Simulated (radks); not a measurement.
Initial-state core-level shifts of the ruthenium ion Ru2+ when its valence configuration changes from [Kr] 4d6. Calculated with a radial shooting solver on a logarithmic mesh with Libxc functionals: scalar-relativistic Kohn-Sham, PBE, spin-polarised, spherical densities, point nucleus; open shells are filled with parallel spins first (spin-orbit coupling, left out, can overturn this in heavy ions). Shifts are changes of the shell-averaged eigenvalues in eV (positive: less bound).

valence               1s       3s       3d       4s
4d5 5s1           -4.522   -4.720   -4.751   -4.124
4d5.5 5p0.5       -2.837   -2.933   -2.945   -2.662
4d5 5p1           -5.739   -5.936   -5.963   -5.336
4d3.5 5p2.5      -15.430  -15.866  -15.955  -14.089
4d3.5 5s1 5p1.5  -14.281  -14.713  -14.804  -12.963
4d4 5p2          -12.142  -12.500  -12.566  -11.166
4d4 5s1 5p1      -10.971  -11.327  -11.396  -10.012
